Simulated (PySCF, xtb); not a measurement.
Zn(Br)(SeH) (BrHSeZn), SMILES [SeH][Zn][Br]. The values are those of a single conformer.

Harmonic wavenumbers (cm⁻¹) from GFN2-xTB in xtb 6.7.1 at its own minimum, in rising order: 35, 104, 159, 256, 513, 2110.

Problem. What does B3LYP-D3(BJ)/def2-SVP run with PySCF 2.14.0 give at its own minimum? (The exact figures need the calculation; the answer reports its results.)

Solution. 71, 75, 201, 373, 582, 2395. Paired by order, the mean absolute difference is 96 cm⁻¹ and the zero-point energies are 4.5 and 5.3 kcal/mol.
